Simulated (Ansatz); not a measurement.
Reaction (hydrogenolysis of the In–F bond): `C=[CH][In]([CH3])[F]` + H₂ → `C=[CH][InH][CH3]` + H–F

Gas-phase electronic energies from Ansatz, PBE0-D4/def2-TZVP geometries. CBS: MP2 limit from def2 TZ/QZ plus the TZ coupled-cluster correction, frozen cores. This one scheme is used for every species. DFT in def2-TZVPP. Elements past krypton have def2 core potentials. For In outer-core shells are correlated without core-valence functions, which leaves a few kJ/mol of doubt a bond. One conformer a species, not always the lowest.

`C=[CH][In]([CH3])[F]`:

Z-matrix (Å, degrees):
```
C
In 1 2.127
H 1 1.090 2 111.2
H 1 1.091 2 109.6 3 120.2
H 1 1.089 2 108.3 3 -120.9
C 2 2.113 1 146.3 3 -42.1
F 2 1.981 1 109.5 3 138.1
C 6 1.331 2 118.5 1 -179.7
H 6 1.087 2 122.2 1 0.2
H 8 1.086 6 121.8 2 -0.0
H 8 1.089 6 121.8 2 180.0
```

H₂:

Z-matrix (Å, degrees):
```
H
H 1 0.746
```

`C=[CH][InH][CH3]`:

Z-matrix (Å, degrees):
```
C
In 1 2.153
H 1 1.093 2 109.4
H 1 1.091 2 110.7 3 -118.5
H 1 1.090 2 111.4 3 119.8
C 2 2.141 1 122.1 3 -102.9
H 2 1.734 1 122.5 3 76.6
C 6 1.332 2 121.4 1 179.5
H 6 1.090 2 121.3 1 -0.5
H 8 1.090 6 122.5 2 180.0
H 8 1.088 6 122.1 2 -0.0
```

H–F:

Z-matrix (Å, degrees):
```
F
H 1 0.920
```

```csv
level,ΔE (kJ/mol),difference from CCSD(T)/CBS
PBE-D4,75.9,3.0
revPBE-D4,77.3,4.4
PBE-QIDH,63.2,-9.7
RPA@PBE/def2-TZVPP,65.2,-7.7
CCSD(T)/def2-SVP,69.8,-3.1
SCS-MP2/def2-TZVPP,70.3,-2.6
SCS-MP2/def2-QZVPP,75.2,2.3
HF/CBS(def2),60.7,-12.2
MP2/CBS(def2),78.0,5.1
CCSD/CBS(def2),69.2,-3.7
CCSD(T)/CBS,72.9,0
```

Largest T1 diagnostic among the species: 0.014.

From PBE to PBE0 (25 % exact exchange), in def2-TZVPP and without D4, ΔE moves by −10.9 kJ/mol. In def2-TZVPP, CCSD(T) changes the Hartree–Fock value by +6.0 kJ/mol (the triples alone add +3.6 kJ/mol) and MP2 by +11.1 kJ/mol.

CCSD(T)/CBS has its own doubt, a few kJ/mol and more with outer-core shells, so smaller differences from it don't rank the levels.
